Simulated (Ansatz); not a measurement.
**Nudged elastic band run: C₂H₂FSi**

The input (input.yaml):

```yaml
crystal:
  periodic: [false, false, false]
  atoms:
    - { symbol: F, position_ang: [-1.370115, -1.291734, -0.812192] }
    - { symbol: Si, position_ang: [-0.289534, -0.099529, -0.636125] }
    - { symbol: C, position_ang: [1.317773, -0.379869, 0.144029] }
    - { symbol: C, position_ang: [0.509334, 0.240158, 0.985554] }
    - { symbol: H, position_ang: [-0.602516, 0.891595, -1.682531] }
    - { symbol: H, position_ang: [0.435058, 0.639379, 2.001255] }
magnetization:
  spin_polarized: true
  initial_magnetization: 1
basis:
  gaussian: { orbitals: def2-SVP }
hamiltonian:
  xc: pbe0
neb:
  order_check: false
  images: 5
  f_tol: 0.03
  max_iterations: 60
  final_atoms:
    - { symbol: F, position_ang: [-1.17097217, -1.41067793, -0.92187437] }
    - { symbol: Si, position_ang: [-0.43046871, -0.01772688, -0.55984135] }
    - { symbol: C, position_ang: [0.71348841, 0.11953978, 0.87439514] }
    - { symbol: C, position_ang: [-0.46241442, 0.67400865, 1.11091927] }
    - { symbol: H, position_ang: [-0.3373591, 0.73565046, -1.82440066] }
    - { symbol: H, position_ang: [1.68772598, -0.10079408, 1.32079197] }
  initial_path:
    images:
      - { positions_ang: [[-1.370115, -1.291734, -0.812192], [-0.289534, -0.099529, -0.636125], [1.317773, -0.379869, 0.144029], [0.509334, 0.240158, 0.985554], [-0.602516, 0.891595, -1.682531], [0.435058, 0.639379, 2.001255]] }
      - { positions_ang: [[-1.34950417, -1.2978052, -0.84404611], [-0.27540659, -0.09822999, -0.68059049], [1.22195403, -0.31400604, 0.29032235], [0.35028425, 0.32896139, 1.01060255], [-0.61022826, 0.85861331, -1.73260032], [0.66290074, 0.52246652, 1.95630202]] }
      - { positions_ang: [[-1.32889334, -1.30387639, -0.87590021], [-0.26127918, -0.09693097, -0.72505598], [1.12613506, -0.24814307, 0.43661569], [0.19123451, 0.41776479, 1.0356511], [-0.61794053, 0.82563161, -1.78266964], [0.89074348, 0.40555404, 1.91134905]] }
      - { positions_ang: [[-1.30828252, -1.30994759, -0.90775432], [-0.24715177, -0.09563196, -0.76952147], [1.03031609, -0.18228011, 0.58290904], [0.03218476, 0.50656818, 1.06069965], [-0.62565279, 0.79264992, -1.83273897], [1.11858622, 0.28864156, 1.86639607]] }
      - { positions_ang: [[-1.2625124, -1.34352437, -0.912461], [-0.30825742, -0.0696636, -0.6996281], [0.92470687, -0.08167348, 0.68007107], [-0.13268163, 0.56238167, 1.07743952], [-0.52955489, 0.7736501, -1.82995953], [1.30829948, 0.15882968, 1.68452804]] }
      - { positions_ang: [[-1.21674228, -1.37710115, -0.91716768], [-0.36936306, -0.04369524, -0.62973473], [0.81909764, 0.01893315, 0.7772331], [-0.29754803, 0.61819516, 1.0941794], [-0.43345699, 0.75465028, -1.8271801], [1.49801273, 0.0290178, 1.50266]] }
      - { positions_ang: [[-1.17097217, -1.41067793, -0.92187437], [-0.43046871, -0.01772688, -0.55984135], [0.71348841, 0.11953978, 0.87439514], [-0.46241442, 0.67400865, 1.11091927], [-0.3373591, 0.73565046, -1.82440066], [1.68772598, -0.10079408, 1.32079197]] }
```

Command:

```bash
$ ansatz run input.yaml --threads 2 --pin off --max-ram 3072MiB --backend cpu --events-out ev --progress --plain --runs-dir out
```

Output, in part (warnings, iteration lines, the closing report on the highest movable image, with atoms numbered from 0):

```
NEB end point (image 0): max|allowed force component| = 6.165e-3 eV/Å (the criterion of neb.relax_end_points is 1.000e-2)
NEB end point (image 6): max|allowed force component| = 7.712e-3 eV/Å (the criterion of neb.relax_end_points is 1.000e-2)
NEB iter   1: max|band force component| = 3.752e0 eV/Å  barrier→ = 3.0637 eV  barrier← = 3.0637 eV  Δτ_max = 0.0921 Å  (223 SCF iters)
NEB iter   2: max|band force component| = 1.728e0 eV/Å  barrier→ = 2.8137 eV  barrier← = 2.8137 eV  Δτ_max = 0.1708 Å  (185 SCF iters)
NEB iter   3: max|band force component| = 1.076e0 eV/Å  barrier→ = 2.6355 eV  barrier← = 2.6355 eV  Δτ_max = 0.0546 Å  (185 SCF iters)
NEB iter   4: max|band force component| = 4.147e-1 eV/Å  barrier→ = 2.5713 eV  barrier← = 2.5713 eV  CI = image 3  Δτ_max = 0.1953 Å  (186 SCF iters)
NEB iter   5: max|band force component| = 6.751e-1 eV/Å  barrier→ = 2.4251 eV  barrier← = 2.4251 eV  CI = image 3  Δτ_max = 0.1004 Å  (180 SCF iters)
NEB iter   6: max|band force component| = 6.620e-1 eV/Å  barrier→ = 2.3542 eV  barrier← = 2.3542 eV  CI = image 3  Δτ_max = 0.1002 Å  (187 SCF iters)
NEB iter   7: max|band force component| = 5.543e-1 eV/Å  barrier→ = 2.2992 eV  barrier← = 2.2992 eV  CI = image 3  Δτ_max = 0.1715 Å  (185 SCF iters)
NEB iter   8: max|band force component| = 1.422e-1 eV/Å  barrier→ = 2.2609 eV  barrier← = 2.2610 eV  CI = image 3  Δτ_max = 0.0123 Å  (186 SCF iters)
NEB iter   9: max|band force component| = 8.306e-2 eV/Å  barrier→ = 2.2594 eV  barrier← = 2.2594 eV  CI = image 3  Δτ_max = 0.0078 Å  (158 SCF iters)
NEB iter  10: max|band force component| = 5.999e-2 eV/Å  barrier→ = 2.2592 eV  barrier← = 2.2592 eV  CI = image 3  Δτ_max = 0.0027 Å  (157 SCF iters)
NEB iter  11: max|band force component| = 9.019e-3 eV/Å  barrier→ = 2.2591 eV  barrier← = 2.2591 eV  CI = image 3  Δτ_max = 0.0000 Å  (310 SCF iters)
Total energy: -12681.63734194 eV, -466.0415763938 hartree
Atom 0 at    -1.183123    -1.402694    -0.667642 Å, force    -0.001560    -0.002289    -0.000369 eV/Å
Atom 1 at    -0.333874    -0.033319    -0.591283 Å, force     0.004633     0.002905     0.004183 eV/Å
Atom 2 at     1.190454     0.137563     0.463086 Å, force    -0.005684     0.000638     0.001539 eV/Å
Atom 3 at     0.129532     0.763748     1.025746 Å, force    -0.001551     0.003759    -0.007328 eV/Å
Atom 4 at    -0.507232     0.764204    -1.809988 Å, force     0.000193     0.000124     0.001086 eV/Å
Atom 5 at     0.704244    -0.229501     1.580070 Å, force     0.003969    -0.005137     0.000890 eV/Å
Dipole moment:    -0.136719    -0.032669    -0.222002 e Å
```

The forces met the threshold. A vibrational analysis at the climbing image gives one clearly imaginary mode, 831i cm⁻¹: a first-order saddle point.

Final band (atoms are numbered from 1 in the order of the input):

| image | path coordinate (Å) | energy (eV) | C4–H6 (Å) | C3–H6 (Å) |
| --- | --- | --- | --- | --- |
| 0 | 0.00 | 0.00 | 1.09 | 2.30 |
| 1 | 0.52 | 0.22 | 1.09 | 2.21 |
| 2 | 1.03 | 1.35 | 1.10 | 1.82 |
| 3 | 1.55 | 2.26 | 1.27 | 1.27 |
| 4 | 2.07 | 1.34 | 1.82 | 1.10 |
| 5 | 2.58 | 0.22 | 2.21 | 1.09 |
| 6 | 3.10 | 0.00 | 2.30 | 1.09 |

Time of the run: 96 s on 2 threads of Arm Neoverse V2, on a shared host, peak memory 0.24 GiB.
